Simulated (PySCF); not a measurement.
**Electron correlation in Hg⁺ (mercury, charge +1)**

[Xe] 4f14 5d10 6s1, 2S determinant. Calculation: PySCF 2.14, in def2-SVP with the def2 core potential (60 electrons) (6s3p2d1f, 32 functions); a scalar-relativistic core potential. Frozen: 5s2 5p6; 11 electrons correlated.

MP2 pair energies summed by pair of shells (mhartree):

| pair | energy | share (%) |
| --- | --- | --- |
| 5d-5d | -199.98 | 82.1 |
| 5d-6s | -43.73 | 17.9 |

Total MP2 correlation energy: -243.71 mhartree.

Same-spin part -88.95 and opposite-spin part -154.76 mhartree; SCS-MP2 scales them by 1/3 and 6/5 to -215.36 mhartree.

| level | correlation energy (mhartree) |
| --- | --- |
| CCSD | -232.61 |
| (T) | -2.26 |
| CCSD(T) | -234.87 |

Diagnostics: T1 = 0.0091, D1 = 0.0310, largest double amplitude 0.024.

Cost of the coupled-cluster step: 0.27 s of wall time on 1 thread of Intel(R) Xeon(R) 6975P-C (shared host), for 11 correlated electrons.

Iterations:

```
CC2 = 0
CCSD nocc = (np.int64(6), np.int64(5)), nmo = (28, 28)
frozen orbitals [[0, 1, 2, 3], [0, 1, 2, 3]]
max_cycle = 100
direct = 0
conv_tol = 1e-08
conv_tol_normt = 1e-06
diis_space = 8
diis_start_cycle = 0
Init t2, MP2 energy = -0.243710658508931
Init E_corr(UCCSD) = -0.243710658515064
cycle = 1  E_corr(UCCSD) = -0.229219575625031  dE = 0.0144910829  norm(t1,t2) = 0.0408492
cycle = 2  E_corr(UCCSD) = -0.232291257365345  dE = -0.00307168174  norm(t1,t2) = 0.00897687
cycle = 3  E_corr(UCCSD) = -0.23248697926713  dE = -0.000195721902  norm(t1,t2) = 0.00328813
cycle = 4  E_corr(UCCSD) = -0.232613399751441  dE = -0.000126420484  norm(t1,t2) = 0.000536831
cycle = 5  E_corr(UCCSD) = -0.23261019810987  dE = 3.20164157e-06  norm(t1,t2) = 6.91755e-05
cycle = 6  E_corr(UCCSD) = -0.232607920995948  dE = 2.27711392e-06  norm(t1,t2) = 8.78059e-06
cycle = 7  E_corr(UCCSD) = -0.232608037742991  dE = -1.16747043e-07  norm(t1,t2) = 1.34148e-06
cycle = 8  E_corr(UCCSD) = -0.232608038760406  dE = -1.01741504e-09  norm(t1,t2) = 1.37561e-07
UCCSD converged
E(UCCSD) = -152.4702682183324  E_corr = -0.2326080387604063
UCCSD(T) correction = -0.00226279461708491
```
